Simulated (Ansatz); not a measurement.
Basis-set extrapolation for `BC(C)B[SiH3]` (PBE0-D4/def2-TZVP geometry, frozen core, the Gaussian-basis code of Ansatz). Multiplicity 1, RHF reference.

```csv
,def2-TZVPP,def2-QZVPP
HF,-419.867456,-419.882702
MP2 correlation,-0.682149,-0.725426
CCSD(T) correlation,-0.782713,not run
```

Energies in hartree. Use E(X) = E(∞) + A·exp(−7.88·√X) for Hartree–Fock and E(X) = E(∞) + B·X^(−2.97) for correlation, with X = 3 and 4, and add CCSD(T) minus MP2 of the smaller set to the MP2 limit.

Q: What is the CCSD(T) energy at the basis-set limit?

A: HF limit: -419.882702 + (-0.015246) × 0.13774 = -419.88480. MP2 limit: -0.725426 + (-0.043277) × 0.74074 = -0.75748. Higher-order term: -0.782713 − (-0.682149) = -0.10056. Total: -420.74284 hartree, 243.3 kJ/mol below CCSD(T)/def2-TZVPP.
